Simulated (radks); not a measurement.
Valence configurations of Cr (all share [Ar]). All-electron calculation, scalar-relativistic Kohn-Sham, PBE, spin-polarised, spherical densities, point nucleus; open shells are filled with parallel spins first. Program: a radial shooting solver on a logarithmic mesh with Libxc functionals. Energies are relative to 3d5 4s1; eigenvalues in eV for spin up.

| valence | E (eV) | moment (Bohr magnetons) | e(3d) | e(4p) | e(4s) |
|---|---|---|---|---|---|
| 3d5 4s1 | 0.000 | 6 | -3.723 | - | -4.468 |
| 3d4 4s2 | 1.963 | 4 | -7.105 | - | -5.252 |
| 3d3 4s1 4p2 | 12.151 | 6 | -13.939 | -3.669 | -8.274 |
| 3d5 4p1 | 3.338 | 6 | -5.087 | -1.942 | - |
| 3d4 4s1 4p1 | 4.122 | 6 | -8.386 | -2.465 | -6.399 |
| 3d2 4s1 4p3 | 24.904 | 6 | -20.165 | -4.831 | -10.088 |
| 3d5 4s0.5 4p0.5 | 1.646 | 6 | -4.435 | -1.602 | -4.945 |
| 3d2 4s2 4p2 | 22.141 | 4 | -19.308 | -4.196 | -9.258 |
| 3d1 4s1 4p4 | 45.663 | 4 | -27.358 | -5.896 | -11.778 |
| 3d6 | 4.413 | 4 | -3.075 | - | - |

NIST lists [Ar] 3d5 4s1 as the ground configuration; this level of theory agrees among the configurations tried. The energies are those of spherical high-spin densities, not of single terms.
